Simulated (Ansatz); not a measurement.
(OH)2Zr(OSiH2)2O (ZrSi₂O₅H₆). The state is a singlet with charge 0. Geometry B3LYP-D4/def2-SVP.

```xyz
14

Zr    1.2633   -0.7179   -0.2522
O     1.4016   -2.2707   -1.3925
O     2.9387   -0.1762    0.5407
O     0.3949    0.7866   -1.1858
Si   -1.0116    1.6483   -0.9695
O    -1.8014    1.0216    0.3581
Si   -1.5698   -0.1931    1.4762
O    -0.1334   -0.9532    1.1201
H     1.5184   -3.0423   -1.9488
H     3.7876    0.0629    0.9161
H    -0.6990    3.0784   -0.7099
H    -1.8880    1.5026   -2.1616
H    -1.5046    0.4109    2.8331
H    -2.6966   -1.1578    1.3761
```

In the def2 sets Zr takes a core potential; there is no spin–orbit coupling.

Problem. Estimate the orbital energies around the gap (eV) in Ansatz with PBE-D4/def2-TZVP, r2SCANh-D4/def2-TZVP, PBE0-D4/def2-SVP, PBE0-D4/def2-TZVP, PBE0-D4/def2-TZVPD.

Solution. 
| orbital | PBE-D4/def2-TZVP | r2SCANh-D4/def2-TZVP | PBE0-D4/def2-SVP | PBE0-D4/def2-TZVP | PBE0-D4/def2-TZVPD |
| --- | --- | --- | --- | --- | --- |
| HOMO−13 | -10.25 | -11.32 | -11.97 | -11.99 | -12.02 |
| HOMO−12 | -9.91 | -10.97 | -11.62 | -11.62 | -11.65 |
| HOMO−11 | -9.21 | -10.17 | -10.74 | -10.78 | -10.81 |
| HOMO−10 | -9.14 | -10.14 | -10.72 | -10.74 | -10.78 |
| HOMO−9 | -9.10 | -10.10 | -10.65 | -10.74 | -10.77 |
| HOMO−8 | -8.20 | -9.21 | -9.75 | -9.89 | -9.93 |
| HOMO−7 | -8.20 | -9.21 | -9.74 | -9.86 | -9.90 |
| HOMO−6 | -8.14 | -9.11 | -9.65 | -9.76 | -9.80 |
| HOMO−5 | -8.04 | -9.07 | -9.61 | -9.72 | -9.76 |
| HOMO−4 | -7.55 | -8.53 | -9.05 | -9.17 | -9.21 |
| HOMO−3 | -7.48 | -8.49 | -8.99 | -9.15 | -9.20 |
| HOMO−2 | -7.47 | -8.46 | -8.96 | -9.10 | -9.14 |
| HOMO−1 | -7.12 | -8.04 | -8.50 | -8.61 | -8.64 |
| HOMO | -6.82 | -7.68 | -8.11 | -8.22 | -8.25 |
| LUMO | -1.36 | -0.77 | -0.34 | -0.50 | -0.58 |
| LUMO+1 | -0.91 | -0.36 | 0.09 | -0.12 | -0.30 |
| LUMO+2 | -0.88 | -0.15 | 0.20 | 0.03 | -0.05 |
| LUMO+3 | -0.48 | 0.15 | 0.66 | 0.37 | 0.17 |
| LUMO+4 | -0.34 | 0.40 | 0.87 | 0.49 | 0.18 |
| LUMO+5 | -0.14 | 0.47 | 0.96 | 0.72 | 0.56 |
